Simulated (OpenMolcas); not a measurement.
## Mo IV: the spin-orbit constant, Racah parameters, worked from levels

```yaml
Program: OpenMolcas
Basis: ANO-RCC-VTZP [7s6p4d2f1g]
Scalar_Hamiltonian: DKH2, point nucleus
Active_space: 3 electrons in 5 orbitals (4d)
State_averaging: 2S+1 = 4 even, 10 roots; 2S+1 = 2 even, 40 roots kept (CI in the orbitals of an earlier block)
Spin-orbit_coupling: RASSI with atomic mean-field integrals over the reference wave functions, term energies averaged over their components
```

Methods: CASSCF; MS-CASPT2, IPEA 0.25 Eh, imaginary shift 0.1 Eh (closed shells correlated: 4s 4p). Measured levels: Sugar and Musgrove, J. Phys. Chem. Ref. Data 17, 155 (1988).

**The spin-orbit constant.** For the Hund term ⁴F of d3, E(J) = (A/2) J(J+1) + constant and ζ = 2S·A = 3A. From J = 3/2 to J = 9/2 the energy changes by 10.5 A.

```
   Source  E(9/2) - E(3/2)      A    ζ
   CASSCF           2803.2  267.0  801
MS-CASPT2           2808.9  267.5  803
 measured           2864.6  272.8  818
```

All in cm-1. MS-CASPT2 is off by -1.9 % and CASSCF by -2.1 %. Both methods take the spin-orbit matrix elements from the reference wave functions, so the second can move ζ only through the term energies and any multistate remixing. Second-order mixing with other terms is absorbed into this ζ.

**Racah parameters.** Above ⁴F, d3 has ⁴P at 15B, ²G at 4B + 3C and ²H at 9B + 3C. The first two fix B and C, and the third tests them; where it misses by thousands of cm-1, two parameters do not describe the configuration (Trees and configuration-interaction terms are left out) and B and C hang on the terms chosen. Term energies are centres of gravity, weighted by 2J + 1.

```csv
Source,⁴P,²G,B,C,C/B,"²H from B, C",²H found
CASSCF,12164,13098,811,3285,4.05,17154,17610
MS-CASPT2,9678,10730,645,2716,4.21,13953,15244
measured,9280,10294,619,2606,4.21,13389,14500
```

Energies in cm-1. From CASSCF to MS-CASPT2, B changes by -20.5 % and C by -17.3 %. Against the measured terms, MS-CASPT2 has B off by +4.2 % and C by +4.2 %.

CASPT2 does not keep the components of a term degenerate, so their means are used; among the terms shown or strongly mixed into the levels shown the widest spread is 830 cm-1 (4d³ ⁴F, MS-CASPT2). Terms from blocks run as CI alone lack orbitals of their own. Without dynamic correlation excited terms often stand tens of per cent too high (terms of higher spin than the ground term too low), and those without a measured partner can miss by more than the paired ones (holds for CASSCF). Computed and measured levels are paired by configuration, term and J; levels that our copy of the source lacks, or whose pairing is in doubt (as where it misses far off the trend of its configuration), stay unpaired and out of the deviations. Levels of configurations outside the active space are missing.
